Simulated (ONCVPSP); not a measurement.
## Configuration tests for fluorine (F) (ONCV)

- Element: fluorine (F)
- Generator: ONCVPSP 4.0.1
- Type: optimised norm-conserving Vanderbilt (ONCV)
- Functional: PW91
- Relativity: scalar-relativistic
- Frozen core: [He]
- Valence charge: 7
- Reference configuration: 2s2 2p5
- Partial waves: 2s: rc 0.80 bohr, ncon 4, nbas 7, qcut 8.9 1/bohr, 1 projector; 2p: rc 1.55 bohr, ncon 4, nbas 7, qcut 7 1/bohr, 1 projector
- Local potential: polynomial inside 0.60 bohr (lpopt 5, dvloc0 1 Ha)
- Core correction: Teter function fitted to the true core (icmod 2), fcfact 0.65

Energies are relative to the spin-unpolarised reference configuration 2s2 2p5; without spin polarisation the order of configurations can differ from experiment.

```csv
valence configuration,charge,ΔE all-electron (eV),error AE − PS (meV)
2s2 2p3,+2,58.004,+476
2s1 2p5,+1,38.545,-159
```

Task: What are ΔE and the potential's error for 2s2 2p4?

Result: ΔE = 19.493 eV all-electron; the error (AE − PS) is +53 meV.

Task: What are ΔE and the potential's error for 2s2 2p2?

Result: ΔE = 118.791 eV all-electron; the error (AE − PS) is +1905 meV.

Levels in the configuration 2s1 2p5:

| level | all-electron (eV) | pseudo (eV) |
| --- | --- | --- |
| 2s | -47.617 | -47.977 |
| 2p | -28.540 | -28.696 |
